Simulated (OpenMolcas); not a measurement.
Computed levels of 5s² 5p in ions with 49 electrons, in cm-1 above ²P°_1/2.

```yaml
Program: OpenMolcas 26.06
Method: SS-RASPT2, IPEA 0.25 Eh, imaginary shift 0.1 Eh
Basis: ANO-R3
Scalar_Hamiltonian: X2C, finite nucleus
Spin-orbit_coupling: RASSI with atomic mean-field integrals over the reference wave functions, term energies averaged over their components
```

Active space for each ion: 1 electron in 9 orbitals (RAS2 5p; RAS3 5d 6s, at most 1 electron); closed shells correlated by CASPT2: 4d 5s.

```csv
Level,In,Sn+,Sb2+,I4+,Xe5+
²P°_3/2,1887,3770,5840,10790,13800
```

Q: Estimate ²P°_3/2 for Te3+ from its neighbours Sb2+ and I4+.

A: ²P°_3/2 is fine structure, which grows about as the fourth power of a screened charge, so the fourth roots are averaged: ((5840^0.25 + 10790^0.25) / 2)^4 = 8032. The calculation gives 8150, so the estimate is off by -1.4 %; the measured value is 9223 (Moore, Atomic Energy Levels, vol. III, NSRDS-NBS 35 (1971 reprint of NBS Circular 467, 1958)).

Over all roots computed the reference weight is 0.88 to 0.93 in Xe5+; the roots of lowest weight are the least certain, and an intruder state may touch them. With one active electron, CASPT2 adds the correlation within the correlated inactive shells and between them and that electron, and leaves the splitting within a term as the reference gives it. No level of 5s² 5d was computed, though it lies in the active space (holds for In). Computed and measured levels are paired by configuration, term and J; levels that our copy of the source lacks, or whose pairing is in doubt (as where it misses far off the trend of its configuration), stay unpaired and out of the deviations. Levels of configurations outside the active space are missing.

° marks odd parity.
